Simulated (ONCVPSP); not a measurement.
# Transferability test, ONCV potential for Cd (Z = 48)

- Element: Cd
- Generator: ONCVPSP 4.0.1
- Type: optimised norm-conserving Vanderbilt (ONCV)
- Functional: Wu-Cohen
- Relativity: scalar-relativistic
- Frozen core: [Ar] 3d10
- Valence charge: 20
- Reference configuration: 4s2 4p6 4d9 (charge +3)
- Partial waves: 4s: rc 1.20 bohr, ncon 3, nbas 6, qcut 7.8 1/bohr, 2 projectors, debl 1.3 Ha; 4p: rc 1.05 bohr, ncon 5, nbas 9, qcut 8.1 1/bohr, 1 projector; 4d: rc 1.65 bohr, ncon 4, nbas 7, qcut 8.8 1/bohr, 3 projectors, debl 2.2 Ha
- Local potential: polynomial inside 1.00 bohr (lpopt 5, dvloc0 0 Ha)
- Core correction: Teter function, fcfact 4.5, rcfact 1.7

In the s channel the program set the typed energies aside and used -5.196, 0.250 Ha.

Energies are relative to the spin-unpolarised reference configuration 4s2 4p6 4d9; without spin polarisation the order of configurations can differ from experiment.

Q: Give the all-electron excitation energy and the error of the potential for: 4s2 4p6 4d10 5s2; 4s2 4p6 4d10 5s1; 4s2 4p6 4d10; 4s2 4p6 4d10 5p2.

A:

```tsv
valence configuration	charge	ΔE all-electron (eV)	error AE − PS (meV)
4s2 4p6 4d10 5s2	0	-64.427	+11
4s2 4p6 4d10 5s1	+1	-55.114	+11
4s2 4p6 4d10	+2	-38.022	+10
4s2 4p6 4d10 5p2	0	-54.592	+106
```

Levels in the configuration 4s2 4p6 4d10 5s1:

| level | all-electron (eV) | pseudo (eV) |
| --- | --- | --- |
| 4s | -114.724 | -114.705 |
| 4p | -75.807 | -75.806 |
| 4d | -20.534 | -20.540 |
| 5s | -13.076 | -13.073 |
